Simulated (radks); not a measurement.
Question: All-electron atom: neutral copper in [Ne] 3s2 3p5 3d10 4s1 5s1 (not the ground configuration). All-electron calculation, scalar-relativistic Kohn-Sham, SOGGA, spin-polarised, spherical densities, finite nucleus; open shells are filled with parallel spins first; Fermi nuclear charge, rms radius 3.8823 fm. Program: a radial shooting solver on a logarithmic mesh with Libxc functionals. Some entries of the table are withheld. Estimate them.

| orbital | occ. | eigenvalue (Ry) | <1/r> (bohr^-1) |
|---|---|---|---|
| 1s up | 1 | -651.1222 | 29.14 |
| 1s down | 1 | -651.0748 | 29.14 |
| 2s up | 1 | -78.95196 | 6.326 |
| 2s down | 1 | -78.91579 | 6.326 |
| 2p up | 3 | -68.32765 | 6.211 |
| 2p down | 3 | -68.27652 | 6.211 |
| 3s up | 1 | -9.31496 | 2.006 |
| 3s down | 1 | -9.19673 | 2.003 |
| 3p up | 3 | -6.18637 | 1.857 |
| 3p down | 2 | -6.07120 | 1.853 |
| 3d up | 5 | -1.18387 | (1) |
| 3d down | 5 | -1.08182 | (2) |
| 4s up | 1 | -0.75021 | 0.5286 |
| 4s down | 0 | -0.64676 | 0.5233 |
| 5s up | 1 | -0.12530 | 0.1626 |

Answer: 
(1) 3d up <1/r> (bohr^-1): 1.457
(2) 3d down <1/r> (bohr^-1): 1.455
